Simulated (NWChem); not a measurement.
System: CH5FO2Si2; SMILES O[Si@@](F)(C=O)[SiH3]

```xyz
11

O      2.1394     1.0412    -0.0554
C      1.0201     1.4961    -0.0184
Si    -0.4579     0.2708     0.0089
O     -1.3696     0.7013     1.3186
F     -1.3360     0.4889    -1.3485
Si     0.4046    -1.9082     0.0233
H      0.8624     2.6093     0.0063
H     -2.1014     0.1389     1.5901
H      1.1850    -2.1586    -1.2232
H     -0.7269    -2.8857     0.0937
H      1.2715    -2.0960     1.2237
```
Atoms are numbered in this order, from 1.

Geometry: optimised at PBE0/def2-SVP.

### Question
List the 4 lowest vertical singlet excitations from Hartree-Fock/6-31+G* (spherical d), CIS (NWChem).

### Answer
| state | energy (eV) | oscillator strength | leading excitation (squared amplitude) |
|---|---|---|---|
| S1 | 3.80 | 0.000 | HOMO → LUMO+1 (0.26) |
| S2 | 7.67 | 0.043 | HOMO → LUMO (0.19) |
| S3 | 7.81 | 0.095 | HOMO → LUMO+3 (0.19) |
| S4 | 8.18 | 0.128 | HOMO → LUMO (0.38) |
